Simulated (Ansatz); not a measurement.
`O[SiH](O)S[SiH](O)O` + `O[SiH](F)F` → `O[SiH](O)O[SiH](F)F` + `O[SiH](O)S`  (ligand exchange at the Si–S bond)

Gas-phase electronic energies from Ansatz, PBE0-D4/def2-TZVP geometries. CCSD(T)/CBS is the MP2 limit (def2-TZVPP, def2-QZVPP) plus CCSD(T) − MP2 in def2-TZVPP, frozen cores. This one scheme is used for every species. Functionals use def2-TZVPP. Each species was taken in one conformer, which may not be the lowest.

`O[SiH](O)S[SiH](O)O`:

Cartesian coordinates in Å:
```
O -0.532 -1.223 2.710
Si 0.248 -0.101 1.825
O 1.457 -0.803 0.990
S -1.090 0.924 0.473
Si -0.442 0.130 -1.389
O -1.213 0.961 -2.565
O 1.185 0.290 -1.605
H -0.882 -1.992 2.258
H 0.700 0.902 2.805
H 1.707 -0.434 0.132
H -0.670 -1.322 -1.493
H -1.967 1.499 -2.320
H 1.501 1.171 -1.822
```

`O[SiH](F)F`:

Cartesian coordinates in Å:
```
O -0.161 0.653 1.081
Si 0.173 -0.025 -0.345
F -1.139 -0.214 -1.211
F 0.773 -1.480 -0.162
H -0.773 0.238 1.691
H 1.127 0.828 -1.054
```

`O[SiH](O)O[SiH](F)F`:

Cartesian coordinates in Å:
```
O 0.385 1.737 1.190
Si 0.264 0.108 1.201
O -1.241 -0.421 1.532
O 0.745 -0.333 -0.298
Si 0.288 -0.554 -1.818
F -1.275 -0.298 -1.930
F 0.537 -2.057 -2.233
H 0.116 2.211 1.978
H 1.140 -0.525 2.197
H -1.955 -0.194 0.933
H 0.995 0.324 -2.752
```

`O[SiH](O)S`:

Cartesian coordinates in Å:
```
O 1.413 0.417 -0.034
Si 0.069 -0.501 0.183
O -0.345 -1.053 -1.293
S -1.436 0.635 1.187
H 1.628 1.032 0.669
H 0.270 -1.682 1.044
H -0.171 -0.484 -2.045
H -1.428 1.635 0.289
```

CCSD(T)/CBS gives -0.55 eV.

Q: Another level gave -0.53 eV. Which?
A. ωB97M-V/def2-TZVPP
B. PBE0-D4/def2-TZVPP
C. CCSD/def2-TZVPP
D. HF/def2-TZVPP

A: A. ωB97M-V -0.53, PBE0-D4 -0.43, CCSD/def2-TZVPP -0.65, HF/def2-TZVPP -0.88 eV.

Largest T1 diagnostic among the species: 0.012.

In def2-TZVPP, CCSD(T) changes the Hartree–Fock value by +0.30 eV (the triples alone add +0.07 eV) and MP2 by +0.37 eV. The D4 term adds +0.08 eV with B3LYP and +0.04 eV with PBE0; it sums over pairs of atoms, weighted by their polarisabilities, and B3LYP, whose exchange is more repulsive, gets the larger term.

B3LYP here is the variant with VWN-RPA as its local correlation; programs differ in this.
